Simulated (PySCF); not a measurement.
## Electron correlation in Nb²³⁺ (niobium, charge +23)

[Ar], closed-shell 1S. Computed with PySCF 2.14 in an even-tempered Gaussian basis (18 s from 2.7 bohr⁻², ratio 2.5; 12 p from 3.5 bohr⁻², ratio 2.5; 5 d from 18 bohr⁻², ratio 2.7; 4 f from 27 bohr⁻², ratio 2.7), with the spin-free X2C one-electron Hamiltonian (Gaussian nucleus). Frozen: 1s2; 16 electrons correlated; the 21 highest virtual orbitals of each spin left out.

```
  level  correlation energy (mhartree)
   CCSD                        -621.77
    (T)                          -1.81
CCSD(T)                        -623.58
```

Diagnostics: T1 = 0.00060, D1 = 0.0014, largest double amplitude 0.019.

Cost of the coupled-cluster step: of the order of 14 core-seconds, for 16 correlated electrons.

Iterations:

```
CC2 = 0
CCSD nocc = 8, nmo = 85
frozen orbitals [0, 86, 87, 88, 89, 90, 91, 92, 93, 94, 95, 96, 97, 98, 99, 100, 101, 102, 103, 104, 105, 106]
max_cycle = 100
direct = 0
conv_tol = 1e-08
conv_tol_normt = 1e-06
diis_space = 8
diis_start_cycle = 0
Init t2, MP2 energy = -3492.88447994756  E_corr(MP2) -0.612384774646341
Init E_corr(CCSD) = -0.612384774646341
cycle = 1  E_corr(CCSD) = -0.619806418318556  dE = -0.00742164367  norm(t1,t2) = 0.0059404
cycle = 2  E_corr(CCSD) = -0.621510239615525  dE = -0.0017038213  norm(t1,t2) = 0.00107286
cycle = 3  E_corr(CCSD) = -0.62176856006102  dE = -0.000258320445  norm(t1,t2) = 0.000200293
cycle = 4  E_corr(CCSD) = -0.621766704598043  dE = 1.85546298e-06  norm(t1,t2) = 7.12164e-06
cycle = 5  E_corr(CCSD) = -0.621765816152682  dE = 8.88445361e-07  norm(t1,t2) = 3.52413e-07
cycle = 6  E_corr(CCSD) = -0.621765819693874  dE = -3.54119134e-09  norm(t1,t2) = 2.72181e-08
CCSD converged
E(CCSD) = -3492.893860992604  E_corr = -0.6217658196938738
CCSD(T) correction = -0.00180704248988213
```

At this charge the one-electron X2C treatment keeps the bare 1/r₁₂, with no two-electron picture change or Breit term. The effect here is smaller than on the frozen 1s shell; and a scalar Hamiltonian misses the large spin-orbit splitting of the p shells, which matters for ns² → np² pairs.
